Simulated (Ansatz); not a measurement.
Ansatz (a quantum-chemistry and plane-wave program) input for C2H14Si4, SMILES [SiH3]C[SiH2][SiH2]C[SiH3], PBE/def2-SVPD. Coordinates come from a PBE0-D3(BJ)/def2-SVP optimisation. This is a generated structure with no PubChem entry under its InChIKey; it may be hypothetical. Other conformers were not sampled.

Ansatz 0.2 input:
```yaml
crystal:
  periodic: [false, false, false]
  atoms:
    - {symbol: Si, position_ang: [3.67029114, 1.13309887, -0.37061382]}
    - {symbol: C, position_ang: [2.37991904, -0.00532443, 0.39179723]}
    - {symbol: Si, position_ang: [0.62860417, 0.23045379, -0.27642564]}
    - {symbol: Si, position_ang: [-0.86136508, -1.26842894, 0.74992826]}
    - {symbol: C, position_ang: [-2.55993849, -1.27735386, -0.07625832]}
    - {symbol: Si, position_ang: [-3.37504536, 0.41299618, -0.21575618]}
    - {symbol: H, position_ang: [3.74719475, 0.90930812, -1.84719763]}
    - {symbol: H, position_ang: [3.30561085, 2.56278761, -0.12785426]}
    - {symbol: H, position_ang: [5.02377920, 0.88349045, 0.21677049]}
    - {symbol: H, position_ang: [2.68440060, -1.05291587, 0.22573051]}
    - {symbol: H, position_ang: [2.36505459, 0.15387388, 1.48379065]}
    - {symbol: H, position_ang: [0.18492693, 1.64106721, -0.03659156]}
    - {symbol: H, position_ang: [0.61618655, 0.00649247, -1.75901399]}
    - {symbol: H, position_ang: [-1.00503604, -0.88684989, 2.19257159]}
    - {symbol: H, position_ang: [-0.25730726, -2.64087022, 0.71124144]}
    - {symbol: H, position_ang: [-2.45362049, -1.69698832, -1.09138203]}
    - {symbol: H, position_ang: [-3.22376579, -1.95645040, 0.48560686]}
    - {symbol: H, position_ang: [-3.45716880, 1.06716418, 1.12657749]}
    - {symbol: H, position_ang: [-4.75700229, 0.30020807, -0.77603306]}
    - {symbol: H, position_ang: [-2.56792466, 1.29207404, -1.11730628]}
basis:
  gaussian:
    orbitals: def2-SVPD
hamiltonian:
  xc: {name: PBE}
```

Output:

```
WARN ansatz: RAYON_NUM_THREADS=2 ignored (pool sized by the plan → 2); use --threads N
Functional definition: PBE
integrals: 0.28 GiB planned
2146 factors; their error is unknown
mean field: 1.59 GiB planned
mean field evaluation 1: about -33768.1833 eV, gradient 7.3e1 eV
mean field evaluation 2: about -33744.5510 eV, gradient 1.1e2 eV
mean field evaluation 4: about -33781.5954 eV, gradient 2.9e0 eV
mean field evaluation 8: about -33781.6284 eV, gradient 7.2e-2 eV
mean field evaluation 16: about -33781.5713 eV, gradient 1.0e-4 eV
mean field -33781.57132685 eV, -1241.4498482904 hartree, gradient 3.1e-5 eV, S^2 0.000000; 0 other end points of the search recorded, 0 dependent functions left out
reference -33781.57139609 eV, -1241.4498508348 hartree; 41, 41 occupied and 207, 207 virtual orbitals, 2146 factors
Total energy: -33781.57139609 eV, -1241.4498508348 hartree
```

The calculation finished and met its thresholds.

Cost: very roughly 8 core-seconds.
